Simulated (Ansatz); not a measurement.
`[CH3][Zr]([OH])([F])[F]` + NH₃ → `[CH3][Zr]([NH2])([F])[F]` + H₂O at 400 K and 1 bar (ligand exchange at a Zr–O bond).

Computed with Ansatz on PBE0-D4/def2-TZVP structures; ΔE is electronic, products minus reactants. CBS: MP2 limit from def2 TZ/QZ plus the TZ coupled-cluster correction, frozen cores. This one scheme is used for every species. def2 core potentials past Kr. For Zr outer-core shells are correlated without core-valence functions, which leaves a few kJ/mol of doubt a bond. One conformer a species, not always the lowest.

```
                   species  CCSD(T)/CBS energy (Eh)  H − E (kJ/mol)  S (J/(mol·K))
 `[CH3][Zr]([OH])([F])[F]`               -362.44165           171.8          421.4
                       NH₃                -56.50880           104.2          203.1
`[CH3][Zr]([NH2])([F])[F]`               -342.54494           204.5          425.1
                       H₂O                -76.37941            69.8          198.6
```

H − E and S are ideal-gas, rigid-rotor, harmonic terms from PBE0-D4/def2-TZVP, for one conformer and one mirror image of each species. 1 Eh = 2625.50 kJ/mol, R = 8.31446 J/(mol·K).

By hand: ΔE, ΔH, ΔS and ΔG.

ΔE = (-342.54494) + (-76.37941) − (-362.44165) − (-56.50880) = 0.02610 Eh = 68.5 kJ/mol. Δ(H − E) = 204.5 + 69.8 − 171.8 − 104.2 = -1.7, so ΔH = 66.8 kJ/mol. ΔS = 425.1 + 198.6 − 421.4 − 203.1 = -0.8 J/(mol·K). ΔG = 66.8 − 400 × (-0.8)/1000 = 67.1 kJ/mol.

By hand: the equilibrium constant, and the temperature at which ΔG would vanish if ΔH and ΔS stayed fixed.

log₁₀ K = −ΔG/(RT ln 10) = -8.8. ΔH and −TΔS have one sign here, so there is no such temperature.

The number of gas molecules stays the same, so ΔS is small and ΔH decides. A doubt of 5 kJ/mol in ΔE shifts log₁₀ K by 0.7 here. Other conformers and mirror images would add mixing entropy, several J/(mol·K) or more a flexible species. These are equilibria of isolated gas molecules and say nothing of rates. Largest T1 diagnostic: 0.017 (customary marks: 0.02 for closed shells, 0.045 for open ones).

ΔS is within the doubt of such terms, so its sign, and with it that verdict, could turn.
